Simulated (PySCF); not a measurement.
# Reading the logs of faulty runs: BFH4NSi

Calculated results; nothing here was measured. The program is PySCF 2.14.0, an open-source quantum chemistry code, run on an isolated molecule that a program drew, which may never have been made. The molecule is BFH4NSi (charge 0, doublet), drawn as the SMILES string `N[SiH]BF`.

Each row is a Hartree-Fock (HF) and frozen-core CCSD(T) single point in the cc-pV(D+d)Z basis, meant for a local HF minimum. Run 1 is clean. Each other run has one planted mistake out of seven kinds, and not every kind appears here: one electron removed, one electron added, multiplicity raised by two, geometry at a saddle point, minimal basis STO-3G, one bond length entered in bohr, all coordinates scaled. The reference is restricted for singlets and unrestricted otherwise, and also for a bond in bohr. Adding or removing an electron swaps singlet and doublet. Electrons count all cores. HOMO and LUMO are orbital energies over both spins, the gradient is its largest component, and the lowest frequency (negative if imaginary) is given only where the gradient is small. Bond lengths are over the 7 bonds as drawn. T1 is the CCSD diagnostic: over 0.02 (restricted) or 0.045 (unrestricted) a single reference is doubtful.

Geometry of the clean run:
```xyz
8
BFH4NSi, angstrom
N    -2.3415   -0.7965   -0.1833
Si   -1.6437    0.7636    0.0189
B    -0.5080    0.9951    1.6563
F     0.3386    2.0268    1.7321
H    -2.8580   -1.2305    0.5580
H    -2.6902   -1.0845   -1.0776
H    -1.0657    1.1704   -1.2830
H    -0.6321    0.3226    2.6457
```

```
run  electrons  basis functions  <S^2>  HOMO (eV)  LUMO (eV)  gradient (hartree/bohr)  lowest frequency (cm^-1)  mean bond (Å)  longest bond (Å)      T1  HF (hartree)  CCSD(T) (hartree)                          mistake
  1         39               85  0.774      -7.71       1.50                  1.9e-05                       123         1.3932             2.006  0.0203    -469.86994         -470.44447                         no fault
  2         39               85  0.762      -7.05       1.59                  3.0e-05                      -167         1.3797             1.939  0.0169    -469.86798         -470.44500       geometry at a saddle point
  3         39               85  0.774      -8.14       1.07                  5.8e-02                         -         1.5130             2.179  0.0235    -469.82295         -470.41012           all coordinates scaled
  4         39               85  1.590      -7.45       1.30                  8.9e-03                         -         1.5815             2.799  0.0438    -469.76256         -470.32845  one bond length entered in bohr
  5         39               28  0.761      -4.71       6.07                  2.8e-02                         -         1.3932             2.006  0.0224    -464.08150         -464.25901                                ?
  6         39               85  3.765      -5.94      -1.81                  6.2e-02                         -         1.3932             2.006  0.0256    -469.68818         -470.25405                                ?
```

**Which mistake was planted in run 5, and what did it cost?**

It has 28 basis functions where the clean run has 85, with the same electrons and geometry. So the mistake is: minimal basis STO-3G. Subtracting run 1 and multiplying by 627.51 kcal/mol a hartree, the energy moved by 3632.3 kcal/mol in HF and 3881.4 kcal/mol in CCSD(T).

**Which mistake was planted in run 6, and what did it cost?**

Electrons, basis and geometry are unchanged, and <S^2> is 3.765, beside S(S+1) = 3.75 for a multiplicity of 4. So the mistake is: multiplicity raised by two. Subtracting run 1 and multiplying by 627.51 kcal/mol a hartree, the energy moved by 114.1 kcal/mol in HF and 119.5 kcal/mol in CCSD(T).

